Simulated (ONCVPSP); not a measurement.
**bismuth (Bi): one change to an ONCV potential, before and after**

ONCVPSP 4.0.1 input, shortened (lines: element, Z, core and valence counts, functional; n l f; lmax; l rc ep ncon nbas qcut; lloc lpopt rc5 dvloc0; l nproj debl; icmod fcfact rcfact), PBE, scalar-relativistic:

```
  Bi 83.00   12    3        4      upf
    1    0    2.00
    2    0    2.00
    2    1    6.00
    3    0    2.00
    3    1    6.00
    3    2   10.00
    4    0    2.00
    4    1    6.00
    4    2   10.00
    4    3   14.00
    5    0    2.00
    5    1    6.00
    5    2   10.00
    6    0    1.50
    6    1    3.50
    2
    0    1.90    0.00    4    8    2.80
    1    2.25    0.00    4    9    4.40
    2    1.95    0.00    4    9    7.80
    4    5    1.30    0.00
    0    1    0.80
    1    2    1.70
    2    2    0.50
    1    0.50    0.00
```

In the d channel the program set the typed energies aside and used -1.025, 0.250 Ha.

All-electron outer shells of the reference configuration (PBE, scalar-relativistic, ld1.x):

```csv
shell,level (eV),outermost node (bohr),outermost maximum (bohr)
4f,-153.49,–,0.34
5p,-96.74,0.48,0.86
5d,-27.90,0.51,1.03
6s,-15.00,0.98,1.86
6p,-4.91,1.14,2.44
```

Change: fully relativistic. In the d channel the program set the typed energies aside and used -0.975, 0.250 Ha (j = l + 1/2; the other j can differ).

Cutoffs: the cutoffs (Ha) at which the residual kinetic energy of the hardest occupied pseudo-wave falls to 1 and 0.1 mHa per electron; they do not see the model core or the augmentation charge, which bear on the density cutoff. Errors are all-electron minus pseudo energies relative to the spin-unpolarised reference configuration.

**Question.** Predict the effect on cutoff, ghosts and configuration errors.

**Answer.** The potential gets neither clearly harder nor softer (37 Ha and 47 Ha → 37 Ha and 47 Ha); both files keep a bound ghost (p, s); the lowest positive-energy flag moves from none to p1/2 at 7.8 eV; of the 4 tests that both files solve, the error grows in 1 and shrinks in 2 by more than 15 % and 0.3 meV (median size 15.8 → 7.3 meV).

```tsv
quantity	base	changed
cutoff, loose	37 Ha	37 Ha
cutoff, tight	47 Ha	47 Ha
loose cutoff by channel	s 37 Ha, p 6.3 Ha, d 23 Ha	s 37 Ha, p 7.1 Ha, d 23 Ha
bound ghosts	s, p	s, p3/2
GHOST(+) flags under 300 eV	none	p1/2 at 7.8 eV
error for 5d10 6s2 6p3, meV [ΔE -5.00 → -4.89 eV]	-0.6	-1.4
error for 5d10 6s2 6p2, meV [ΔE 2.92 → 3.17 eV]	-7.9	-4.2
error for 5d10 6s2 6p1, meV [ΔE 18.16 → 18.60 eV]	-24	-10
error for 5d9 6s2 6p3, meV [ΔE 28.32 → 28.29 eV]	-94	-80
s: phases at 1.93 bohr within 0.05 rad from the reference energy up to (Ha; the scan ends near 5)	1.2	1.2
rms error of d²Exc/dni dnj with the model core, mHa	0.49	2.36
```

 A true bound ghost makes a file unfit for plane-wave use even where its test errors are small: the radial tests pick states by their node count and pass the ghost by.
